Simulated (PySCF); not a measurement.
**Radial density of Dy⁺ (dysprosium, charge +1)**

r2SCAN, [Xe] 4f10 6s1, one real determinant. Computed with PySCF 2.14 in x2c-TZVPPall with one added diffuse shell each of s, p, d, f type (12s8p8d5f2g, 129 functions), with the spin-free X2C one-electron Hamiltonian (Gaussian nucleus).

| r (bohr) | 4πr²ρ (e/bohr) | 4πr²(ρα − ρβ) |
| --- | --- | --- |
| 0.0253 | 78.06 | 0.0034 |
| 0.0426 | 95.27 | 0.0097 |
| 0.0716 | 116.1 | 0.0066 |
| 0.120 | 88.27 | 0.0731 |
| 0.203 | 101.3 | 0.7858 |
| 0.341 | 45.80 | 3.2706 |
| 0.573 | 51.15 | 4.9359 |
| 0.964 | 17.32 | 2.7795 |
| 1.62 | 7.104 | 0.5641 |
| 2.73 | 1.034 | 0.3287 |
| 4.59 | 0.2198 | 0.2101 |
| 7.71 | 0.007234 | 0.0072 |

Densities and radii are taken from the X2C orbitals without a picture-change correction, which distorts them close to the nucleus.

⟨L²⟩ = 34.02 against 42 for a pure I term, so this real determinant mixes terms. Spin-orbit coupling, absent here, splits the open shell strongly.
